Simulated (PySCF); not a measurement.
Atoms are numbered as in `[CH2:1]1[CH2:2][CH2:3][C:4]2([CH2:5]1)[CH2:6][CH2:7][CH2:8][CH2:9]2` (H(Xn): hydrogen on atom n).

GIAO PBE0/pcSseg-1 shifts (PySCF 2.14, gas phase, non-relativistic, equivalent atoms averaged), each against references optimised in the same way as the molecule (TMS).

On the GFN2-xTB geometry: C4 51.8, C3/C5/C6/C9 43.0, C1/C2/C7/C8 28.4, H(C1)/H(C2)/H(C7)/H(C8) 1.70, H(C3)/H(C5)/H(C6)/H(C9) 1.49 ppm.

Problem. What changes on the PBE0-D3(BJ)/def2-SVP geometry?

Solution. 
```csv
atoms,δ (ppm),change
C4,50.2,-1.6
C3/C5/C6/C9,41.7,-1.3
C1/C2/C7/C8,27.3,-1.1
H(C1)/H(C2)/H(C7)/H(C8),1.55,-0.15
H(C3)/H(C5)/H(C6)/H(C9),1.33,-0.16
```

Bonds between heavy atoms that differ most (equivalent bonds averaged): C3–C4 1.538 → 1.542 Å, C1–C2 1.532 → 1.536 Å. Mean change of bonds to hydrogen: C–H +0.012 Å.
